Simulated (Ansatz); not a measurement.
Ideal-gas functions of Br2ClHSn (`[Cl][SnH]([Br])[Br]`) at 500 K and 1 bar, from an Ansatz frequency run at PBE0-D4/def2-TZVP.

Molar mass 314.98 g/mol, point group Cs (symmetry number 1), electronic degeneracy 1, moments of inertia 394.873, 687.352, 971.647 u Å². Harmonic wavenumbers (cm⁻¹, unscaled): 74, 93, 108, 257, 280, 384, 548, 553, 1987.

Use S(trans) = R[1.5 ln M + 2.5 ln T − 1.1517]; rotational temperatures θ = 24.2544 K / I; S(rot) = R[ln(√π/σ · √(T³/θAθBθC)) + 1.5]; for each mode x = 1.438777 ν̃/T, S = R[x/(eˣ − 1) − ln(1 − e⁻ˣ)] and H = RT x/(eˣ − 1); 1 cm⁻¹ = 0.0119627 kJ/mol; R = 8.31446 J/(mol·K).

By hand: the entropy, in J/(mol·K).

Translation 191.3. Rotation: θ = 0.0614, 0.0353, 0.025 K, giving 135.6. Vibration, mode by mode: 21.19, 19.30, 18.06, 11.01, 10.33, 7.89, 5.34, 5.28, 0.18, in all 98.6. Electronic 0.0. Sum 425.5 J/(mol·K).

By hand: H − E and G − E in kJ/mol, counted from the electronic energy.

Zero-point energy ½ × 4284 × 0.0119627 = 25.6; thermal vibration 22.2; translation, rotation and pV give 4 RT = 16.6. H − E = 64.4 kJ/mol, and G − E = 64.4 − 500 × 425.5/1000 = -148.3 kJ/mol.

Vibration gives 23 % of the entropy, 58.6 J/(mol·K) of it from the modes under 150 cm⁻¹: soft modes count most, and the harmonic formula is weakest for them.
